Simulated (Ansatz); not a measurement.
The same path of C2H9NO2Si (15 atoms, charge 0, multiplicity 1) was run twice with different band settings. The coordinate that changes most is the dihedral C2–N3–Si4–C5.

Theory: RKS PBE0/STO-3G (Ansatz 0.2.0).

Relaxed end points:

```xyz
15
Properties=species:S:1:pos:R:3
O 0.007 0.476 1.956
C 0.674 -0.740 1.578
N 1.440 -0.701 0.280
Si 0.454 -0.600 -1.182
C -0.808 0.824 -1.183
O -1.670 0.672 0.000
H -0.732 0.565 1.230
H -0.016 -1.614 1.499
H 1.406 -0.962 2.384
H 2.098 0.112 0.341
H -0.289 -1.830 -1.314
H 1.325 -0.395 -2.316
H -0.292 1.803 -1.167
H -1.422 0.798 -2.103
H -2.198 1.541 0.027
```

```xyz
15
Properties=species:S:1:pos:R:3
O 0.434 -1.698 2.362
C 1.334 -0.850 1.582
N 0.701 0.169 0.714
Si -0.164 -0.377 -0.725
C -0.810 1.156 -1.617
O -1.789 1.813 -0.751
H -0.052 -2.221 1.631
H 2.012 -1.459 0.939
H 1.954 -0.333 2.344
H 0.116 0.795 1.310
H -1.280 -1.266 -0.454
H 0.783 -1.093 -1.550
H 0.041 1.825 -1.858
H -1.255 0.857 -2.590
H -2.048 2.629 -1.307
```

Common settings: movable images 5; spring 5.0 eV/Å²; start path through a guess of the saddle point; force threshold 0.05 eV/Å; iteration limit 60; end points relaxed.

| run | climbing image | optimiser |
| --- | --- | --- |
| 1 | yes | quadratic models (default) |
| 2 | from the first iteration | lbfgs |

(1) What does each run give, and how far can it be trusted?

Answers

(1) Run 1: converged after 10 iterations, highest image 0.573 eV above the first end. A vibrational analysis at the climbing image gives one clearly imaginary mode, 62i cm⁻¹: a first-order saddle point.
Run 2: not converged after 60 iterations, highest image 0.572 eV above the first end. The band didn't meet its force threshold, so its energies are provisional: the largest band force was still 0.07 eV/Å, and over the last iterations the top stayed at 0.57 eV.
Limits of this set-up: minimal basis.
